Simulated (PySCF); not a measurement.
cyclopentene (C₅H₈), SMILES C1=CCCC1. Atoms are numbered in the order given.

```xyz
13

C     -0.0499     1.0741    -0.6692
C     -0.0499     1.0741     0.6692
C      0.1094    -0.3196     1.2319
C     -0.1444    -1.2231     0.0000
C      0.1094    -0.3196    -1.2319
H     -0.1104     1.9674    -1.2964
H     -0.1104     1.9674     1.2964
H     -0.5808    -0.5331     2.0653
H      1.1308    -0.4534     1.6380
H     -1.1987    -1.5435     0.0000
H      0.4716    -2.1346     0.0000
H      1.1308    -0.4534    -1.6380
H     -0.5808    -0.5331    -2.0653
```
Charge 0, spin multiplicity 1.

The structure is a stationary point at B3LYP-D3(BJ)/def2-SVP. Other conformers were not sampled.

Calculation: TDDFT-PBE/def2-SVPD (PySCF).

Vertical excitations. Isolated molecule, no solvent. State labels are in the subgroup Cs.

| state | symmetry | energy (eV) | λ (nm) | f | main pairs |
|---|---|---|---|---|---|
| S1 | A' | 5.95 | 209 | 0.002 | HOMO→LUMO+1 100 % |
| S2 | A" | 6.48 | 191 | 0.164 | HOMO→LUMO 85 % |
| S3 | A" | 6.74 | 184 | 0.002 | HOMO→LUMO+2 99 % |
| S4 | A' | 6.80 | 182 | 0.007 | HOMO→LUMO+3 100 % |
| S5 | A' | 7.07 | 175 | 0.043 | HOMO→LUMO+4 99 % |
| S6 | A' | 7.46 | 166 | 0.013 | HOMO→LUMO+5 99 % |
| S7 | A" | 7.55 | 164 | 0.000 | HOMO→LUMO+6 99 % |
| S8 | A' | 7.76 | 160 | 0.000 | HOMO−2→LUMO 92 % |
| S9 | A" | 7.86 | 158 | 0.003 | HOMO−1→LUMO 56 %, HOMO−4→LUMO 41 % |
| S10 | A' | 7.94 | 156 | 0.008 | HOMO−3→LUMO 53 %, HOMO→LUMO+7 45 % |
| T1 | A" | 4.27 | 290 | 0 | HOMO→LUMO 98 % |
| T2 | A' | 5.84 | 212 | 0 | HOMO→LUMO+1 100 % |
| T3 | A" | 6.66 | 186 | 0 | HOMO→LUMO+2 100 % |
| T4 | A' | 6.72 | 184 | 0 | HOMO→LUMO+3 99 % |
Triplets are in the Tamm–Dancoff approximation, which puts them higher than full response would, so one can lie above its singlet here.
